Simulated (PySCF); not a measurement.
Two structures of SiH2OF2, closed shell, reached by relaxing down either side of one saddle point (PBE0-D4/def2-TZVP). Energies are electronic, without zero-point energy. Program: PySCF 2.14 with density fitting (its default auxiliary sets; JK sets also for MP2 and CCSD(T)). Basis: def2-TZVPP and def2-QZVPP. Cores are frozen in the correlated methods. Extrapolation: Hartree–Fock as exp(−7.88 √X), correlation as X^−2.97. First:

```xyz
6
angstrom
Si -0.2417 -0.0425 -0.3924
O 0.9241 -0.6639 0.5351
H 0.2381 0.0043 -1.7731
F -1.5667 -0.9060 -0.3029
F -0.6482 1.4093 0.0930
H 0.7932 -0.7807 1.4771
```

Second:

Si1  (-0.780, 1.260, -0.259)
O2  (0.982, -0.009, -0.253)
H3  (0.634, -0.904, -0.359)
F4  (-1.620, -0.140, -0.240)
F5  (-0.497, 1.417, 1.342)
H6  (1.309, 0.048, 0.655)
(Å)

(1) Which bonds change from the first to the second?

(2) Give the saddle point's structure and its height above each. (An estimate is asked for; the value comes from the calculation.)

No T1 diagnostic of these runs exceeds 0.015. The restricted Hartree–Fock reference is unstable towards an unrestricted one at one or more of these structures.

Results:

(1) SiH₂OF₂ ([OH][SiH]([F])[F]) → SiF₂ + H₂O; bonds formed: O2–H3; bonds broken: Si1–O2, Si1–H3.

(2) By the calculation: 353.8 kJ/mol above the first and 129.7 kJ/mol above the second (CCSD(T) at an estimated basis limit (MP2 extrapolated from triple and quadruple zeta, plus CCSD(T) − MP2 in triple zeta)).
Si1  (-0.417, 0.409, -0.547)
O2  (0.938, -0.397, 0.354)
H3  (0.803, -0.620, -0.893)
F4  (-1.692, -0.175, 0.228)
F5  (-0.337, 1.927, -0.071)
H6  (0.705, -1.144, 0.928)
(Å)

Losses and insertions of silylenes and their heavier kin drive the gas-phase chemistry of silicon and germanium vapour deposition.

Labels in which every atom is bracketed show which atoms are joined, not bond orders.

For scale, one of the runs: CCSD(T)/def2-TZVPP, 163 basis functions, launched by `OMP_NUM_THREADS=4 python run.py`. Hardware: 4 CPU threads of an Arm Neoverse V2, shared host. Wall time 2.7 min; peak host memory 1.6 GiB.
